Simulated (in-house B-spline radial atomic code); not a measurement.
Settings and results of a run for the gallium ion Ga⁷⁺ (an excited or competing configuration). Method: Dirac-Hartree-Fock, average of configuration, Fermi nucleus of rms radius 3.9973 fm. Calculated with a radial B-spline atomic code at the basis-set limit.

Command:
```bash
python run_scf.py task.json out
```
Settings (nuclear radius in fm, mass in u):
```
Z                31
configuration    [Ne] 3s2 3p5 3d6 7s1
hamiltonian      dirac
method           hf
spin_polarised   False
nucleus          fermi
rms_radius       3.9973
atomic_mass      68.92557
speed_of_light   137.035999084
```

Output (hartree, bohr):
```
 radial grid: 71 intervals, B-splines of order 8, outer radius 31.8182 bohr

 iter        energy (Eh)    residual
    1      -1891.8179436    1.27e+00
    2      -1913.4493608    5.45e-01
    3      -1916.7048152    1.85e-01
    4      -1917.1037435    5.96e-02
    5      -1917.1448455    2.15e-02
    6      -1917.1514998    1.33e-03
    7      -1917.1515172    2.48e-05
    8      -1917.1515172    2.82e-06
    9      -1917.1515172    1.52e-07

 total energy                    -1917.151517
 kinetic                           1956.77199
 electron-nucleus                 -4473.81721
 electron-electron                  599.89370

 first-order corrections (not in the total)
   Gaunt                            0.93189
   retardation                     -0.08571
   frequency dependence            -0.00320
   self-energy                      0.62884
   Uehling                         -0.05896
   Wichmann-Kroll                   0.00050
   recoil                           0.01149

 orbital      occ     eigenvalue          <r>       <r^2>       <1/r>       <r^4>     <1/r^3>       r_max    small
 1s1/2      2.000     -390.95552    0.0485756  0.00317538     31.3071   2.601e-05           -     0.03179  1.26e-02
 2s1/2      2.000      -56.29422     0.216371   0.0552586     6.92452  0.00529902           -      0.1819  2.44e-03
 2p1/2      2.000      -50.43311     0.188108   0.0434496     6.84386  0.00383113           -      0.1446  2.40e-03
 2p3/2      4.000      -49.40379     0.191537   0.0449199     6.67216  0.00406922     859.034      0.1474  2.36e-03
 3s1/2      2.000      -12.72280     0.618916    0.438011     2.30116    0.295775           -      0.5516  6.01e-04
 3p1/2      1.667      -10.78302     0.624262     0.45254      2.2034     0.33154           -      0.5454  5.64e-04
 3p3/2      3.333      -10.62304     0.631808    0.463283     2.16642    0.346875      130.56      0.5524  5.55e-04
 3d3/2      2.400       -7.43271     0.627249    0.471543     1.96568    0.420234     16.7323        0.49  4.68e-04
 3d5/2      3.600       -7.40869     0.629648    0.474972     1.95675    0.425901     16.3618       0.492  4.65e-04
 7s1/2      1.000       -0.93972      6.40489     45.7146    0.219549      2721.3           -       6.952  2.90e-05
```

Cost of the run: 0.95 s on 1 thread of Arm Neoverse V2, with other jobs on the host.

For the Dirac Hamiltonian the kinetic term is c α·p + (β - 1)c².
